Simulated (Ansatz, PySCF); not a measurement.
Lewis adduct: BH3 (SMILES B) (first 4 atoms) with H2S (SMILES S); geometry from B3LYP-D3(BJ)/def2-TZVP, rigid monomers moved along the line of their centres of mass till B1···S5 is 1.83 Å.
(charge 0, multiplicity 1):
```xyz
7

B     -0.449    -0.325     0.670
H      0.406    -0.887     0.038
H     -1.248    -1.057     1.191
H     -0.879     0.690     0.202
S      0.522     0.168     2.135
H     -0.307     1.011     2.780
H      1.286     1.174     1.670
```

Quantity: the interaction energy.

Interaction energies are E(AB) − E(A) − E(B) at the monomers' geometry in the complex; basis-set methods are counterpoise corrected.

Cores are frozen in the correlated methods. CBS: X⁻³ extrapolation of the correlation energy, Hartree–Fock from the larger set.

The values were computed with Ansatz (a first-principles code); PySCF for the dispersion terms. 

Costs are ratios of core time to PBE/def2-TZVPPD (roughly 6 s), for whole runs (searches for the state included, and forces where a run took them) on one shared machine, so rough; each difference counts from -779.5 meV (CCSD(T)/CBS(aug-cc-pV(D+d)Z, aug-cc-pV(T+d)Z), a level with limits of its own).

A star marks coupled-cluster runs past 200 virtual orbitals, where the program's memory plan changes under this machine's limit, so their costs aren't comparable with smaller runs.

```
level                      basis functions  cost
-------------------------  ---------------  ----
PBE/def2-TZVPPD                        173    ×1
PBE-D3(BJ)/def2-TZVPPD                 173    ×1
PBE0/def2-TZVPPD                       173    ×1
PBE0-D3(BJ)/def2-TZVPPD                173    ×1
r2SCAN/def2-TZVPPD                     173    ×1
r2SCAN-D3(BJ)/def2-TZVPPD              173    ×1
B3LYP/def2-TZVPPD                      173    ×1
B3LYP-D3(BJ)/def2-TZVPPD               173    ×1
CCSD(T)/aug-cc-pV(D+d)Z                100    ×3
wB97X-V/def2-TZVPPD                    173    ×3
wB97M-V/def2-TZVPPD                    173    ×3
CCSD(T)/aug-cc-pV(T+d)Z                216  ×30*
```

Task: Which is the cheapest listed level whose difference stays within 10.8 meV?

Result: none of those listed.

Task: With a budget of 10 times the cost of PBE/def2-TZVPPD, which level comes closest?

Result: B3LYP-D3(BJ)/def2-TZVPPD, at -46.5 meV; next is wB97X-V/def2-TZVPPD at -63.6 meV.

Each difference (meV): PBE/def2-TZVPPD -300.2; PBE-D3(BJ)/def2-TZVPPD -361.6; PBE0/def2-TZVPPD -250.1; PBE0-D3(BJ)/def2-TZVPPD -303.1; r2SCAN/def2-TZVPPD -256.6; r2SCAN-D3(BJ)/def2-TZVPPD -272.7; B3LYP/def2-TZVPPD 63.7; B3LYP-D3(BJ)/def2-TZVPPD -46.5; CCSD(T)/aug-cc-pV(D+d)Z 280.6; wB97X-V/def2-TZVPPD -63.6; wB97M-V/def2-TZVPPD -74.5; CCSD(T)/aug-cc-pV(T+d)Z 65.9.
